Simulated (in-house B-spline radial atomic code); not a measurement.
Results of a calculation; reference values are marked as such.
# Correlation energy from the adiabatic connection: ω²r²/2 − Z/r, ω = 4.03, Z = -1

Two electrons in a singlet, external potential ω²r²/2 − Z/r, ω = 4.03, Z = -1 (atomic units). Full CI in B-splines (partial waves to l = 8, correlation up to 0.6 % small) with the density held fixed gives W(λ) = <V_ee>_λ − U, and E_c is the integral of W(λ) − W(0) from 0 to 1.

| λ | W(λ) − W(0) (hartree) |
| --- | --- |
| 0 | 0.00000 |
| 0.02 | -0.00209 |
| 0.05 | -0.00521 |
| 0.12 | -0.01235 |
| 0.25 | -0.02517 |
| 0.4 | -0.03928 |
| 0.6 | -0.05704 |
| 0.8 | -0.07366 |
| 1 | -0.08924 |

(1) Integrate the table by the trapezoid rule.

(2) Now use only three numbers: W(0) = -1.413, the initial slope W'(0) = -0.105 (extrapolated from the first points) and the strong-coupling limit of the point-charge-plus-continuum model, W∞ = -1.9176. What do second-order theory and the interpolation W(λ) = W∞ + (W(0) − W∞)/√(1 + 2χλ) of Seidl, Perdew and Levy give?

## Answers

(1) The strips give -0.00002, -0.00011, -0.00061, -0.00244, -0.00483, -0.00963, -0.01307, -0.01629, which sum to -0.04701 hartree. The direct value, W(1) − W(0) + T_c with T_c = 0.04216, is -0.04708; the curve is convex, so chords lie above it and the trapezoids fall short in size by 0.15 %.

(2) Second order keeps the slope alone: E_c = W'(0)/2 = -0.05250, +12 % in size against -0.04708. Matching the slope fixes χ = W'(0)/(W∞ − W(0)) = -0.105/(-0.50460) = 0.20809. Integrating, with s = √(1 + 2χ) = 1.190030, E_c = −(W(0) − W∞)(s − 1)/(s + 1) = −0.50460 × 0.190030/2.190030 = -0.04378 hartree, -7.0 % in size against the full result. At λ = 1 the formula gives W − W(0) = -0.08058 against -0.08924. Part of the miss can come from the model's W∞.
